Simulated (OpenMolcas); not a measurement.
W4+ (d2) in a complex was computed by CASSCF with the d shell active (OpenMolcas, ANO-RCC-VDZP on the metal). Its lowest spin-free states, and all those of the highest spin:

```csv
2S+1,Degeneracy,E (cm-1)
3,2,0.0
3,1,508.2
1,1,9309
1,2,9463
1,2,10058
1,1,22872
3,2,50068
3,1,50336
3,2,57616
3,1,57867
1,2,59039
1,1,59370
3,1,101529
```

Q: Is the site octahedral, tetrahedral or cube-like, axial, or of lower symmetry?

A: The states with 2S+1 = 3 have orbital degeneracies 2, 1, 2, 1, 2, 1, 1. There are pairs but no triples, so the site is axial: not cubic, but with a proper or improper axis of order three or more. The run had W4+ with 6 ligands (ammonia) in octahedral coordination (S6) at 2.08 Å. Ligand basis ANO-RCC-VDZP.

An orbital doublet at a regular site is open to a Jahn-Teller distortion, which this geometry leaves out. Without dynamic correlation the repulsion within the d shell is too large (B by tens of per cent), so at a given field states of lower spin stand too high. The least metal-like active orbital is 67 % on the metal (Löwdin) and no ligand orbital is active, so the numbers are rough. With metal d orbitals alone the field can be off either way by tens of per cent. Ligand-to-metal charge-transfer states are missing. With no ligand orbital active B as a rule stays too high, so bands that hang on it stand too high and its fall with covalency is understated. No measured value stands beside these numbers; the geometry was imposed, not optimised, and the real ion may take another.
